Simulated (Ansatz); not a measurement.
`[NH2][Zn][Br]` + H₂S → `[NH2][Zn][SH]` + HBr  (ligand exchange at a Zn–Br bond)

Computed with Ansatz on PBE0-D4/def2-TZVP structures; ΔE is electronic, products minus reactants. CCSD(T)/CBS is the MP2 limit (def2-TZVPP, def2-QZVPP) plus CCSD(T) − MP2 in def2-TZVPP, frozen cores. This one scheme is used for every species. DFT in def2-TZVPP. HSE06 is defined as in plane-wave codes. For Br, Zn outer-core shells are correlated without core-valence functions, which leaves a few kJ/mol of doubt a bond. Scalar relativity is left out up to krypton. Each species was taken in one conformer, which may not be the lowest.

(1) Is it downhill or uphill in electronic energy at CCSD(T)/CBS, and by how much? (Estimate.)

(2) What do these levels give: r2SCAN-D4, PBE0-D4, r2SCANh-D4, ωB97M-V, revPBE, r2SCAN0, HSE06, CAM-B3LYP, RPA@PBE/def2-TZVPP, CCSD(T)/def2-SVP, CCSD(T)/def2-TZVPP, MP2/def2-QZVPP? (An estimate is asked.)

Largest T1 diagnostic among the species: 0.015.

## Answers

(1) The calculation gave: Uphill: ΔE = +54.8 kJ/mol.

(2) The calculation gave: r2SCAN-D4 50.2, PBE0-D4 51.4, r2SCANh-D4 52.1, ωB97M-V 53.3, revPBE 47.1, r2SCAN0 55.0, HSE06 52.0, CAM-B3LYP 53.7, RPA@PBE/def2-TZVPP 50.8, CCSD(T)/def2-SVP 64.4, CCSD(T)/def2-TZVPP 52.6, MP2/def2-QZVPP 52.3 kJ/mol.

From BLYP to BHLYP (50 % exact exchange), in def2-TZVPP and without D4, ΔE moves by +12.1 kJ/mol. In def2-TZVPP, CCSD(T) changes the Hartree–Fock value by −21.3 kJ/mol (the triples alone add −3.0 kJ/mol) and MP2 by −23.0 kJ/mol.
